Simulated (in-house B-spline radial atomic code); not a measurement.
Checks on a self-consistent run for Dy²⁺, [Kr] 4d9 4f10 5s2 5p6 9g1. Computed with a B-spline radial code for spherical atoms: Dirac-Hartree-Fock, average of configuration, Fermi nucleus of rms radius 5.2218 fm.

```json
{"orbital": "1s1/2", "q": "2", "ε (Eh)": "-1989.91548", "<1/r>": "74.5524", "<r²>": "0.000609295", "small-component weight": "0.060737"}
{"orbital": "2s1/2", "q": "2", "ε (Eh)": "-337.02066", "<1/r>": "17.8791", "<r²>": "0.00944576", "small-component weight": "0.01352"}
{"orbital": "2p1/2", "q": "2", "ε (Eh)": "-319.81737", "<1/r>": "17.812", "<r²>": "0.00686127", "small-component weight": "0.013525"}
{"orbital": "2p3/2", "q": "4", "ε (Eh)": "-290.32993", "<1/r>": "15.6111", "<r²>": "0.00808132", "small-component weight": "0.012487"}
{"orbital": "3s1/2", "q": "2", "ε (Eh)": "-77.96814", "<1/r>": "6.55044", "<r²>": "0.0623309", "small-component weight": "0.0043449"}
{"orbital": "3p1/2", "q": "2", "ε (Eh)": "-70.47109", "<1/r>": "6.45314", "<r²>": "0.0580362", "small-component weight": "0.0042719"}
{"orbital": "3p3/2", "q": "4", "ε (Eh)": "-64.22603", "<1/r>": "5.8972", "<r²>": "0.0648553", "small-component weight": "0.0039864"}
{"orbital": "3d3/2", "q": "4", "ε (Eh)": "-51.51828", "<1/r>": "5.75717", "<r²>": "0.0517031", "small-component weight": "0.0038382"}
{"orbital": "3d5/2", "q": "6", "ε (Eh)": "-50.17014", "<1/r>": "5.61974", "<r²>": "0.0536155", "small-component weight": "0.0037551"}
{"orbital": "4s1/2", "q": "2", "ε (Eh)": "-17.31741", "<1/r>": "2.71551", "<r²>": "0.315988", "small-component weight": "0.0013608"}
{"orbital": "4p1/2", "q": "2", "ε (Eh)": "-14.27858", "<1/r>": "2.60562", "<r²>": "0.332178", "small-component weight": "0.0012808"}
{"orbital": "4p3/2", "q": "4", "ε (Eh)": "-12.86636", "<1/r>": "2.42584", "<r²>": "0.367968", "small-component weight": "0.0011866"}
{"orbital": "4d3/2", "q": "3.6", "ε (Eh)": "-7.90393", "<1/r>": "2.20646", "<r²>": "0.420121", "small-component weight": "0.0010159"}
{"orbital": "4d5/2", "q": "5.4", "ε (Eh)": "-7.64321", "<1/r>": "2.15984", "<r²>": "0.434736", "small-component weight": "0.00098783"}
{"orbital": "4f5/2", "q": "4.2857", "ε (Eh)": "-1.70194", "<1/r>": "1.66209", "<r²>": "0.755422", "small-component weight": "0.00062275"}
{"orbital": "4f7/2", "q": "5.7143", "ε (Eh)": "-1.66490", "<1/r>": "1.64246", "<r²>": "0.776341", "small-component weight": "0.00061113"}
{"orbital": "5s1/2", "q": "2", "ε (Eh)": "-3.26894", "<1/r>": "1.02126", "<r²>": "1.87684", "small-component weight": "0.00027379"}
{"orbital": "5p1/2", "q": "2", "ε (Eh)": "-2.32246", "<1/r>": "0.915822", "<r²>": "2.30277", "small-component weight": "0.00022598"}
{"orbital": "5p3/2", "q": "4", "ε (Eh)": "-2.12041", "<1/r>": "0.854335", "<r²>": "2.58492", "small-component weight": "0.00020172"}
{"orbital": "9g7/2", "q": "0.44444", "ε (Eh)": "-0.05559", "<1/r>": "0.0371277", "<r²>": "1554.54", "small-component weight": "1.4865e-06"}
{"orbital": "9g9/2", "q": "0.55556", "ε (Eh)": "-0.05559", "<1/r>": "0.0371311", "<r²>": "1554.45", "small-component weight": "1.4868e-06"}
```

Electron-electron repulsion V_ee = 4417.7088 hartree.

What total energy follows from the eigenvalues?

The eigenvalues count the repulsion twice, so E = Σqε - V_ee = -7736.616 - 4417.709 = -12154.325 hartree; the run printed -12154.325.

Does the Dirac virial theorem hold?

For a point nucleus E = -2c²Σq·w, with w the small-component weight. Here Σq·w = 0.32357 and c = 137.0360, so the ratio E/(-2c²Σq·w) is 1.000155; the finite nucleus accounts for the departure from 1.

What diamagnetic shielding (Lamb formula) and susceptibility (Langevin formula) do the radii give?

σ = (α²/3)Σq<1/r> = 453.064/(3·137.036²) = 8042.1 ppm, and χ = -0.79199×10⁻⁶·Σq<r²> = -1258×10⁻⁶ cm³/mol with Σq<r²> = 1588.6 bohr². Both are non-relativistic formulas without the paramagnetism of open shells; for so heavy an element the full relativistic shielding is larger by tens of per cent.
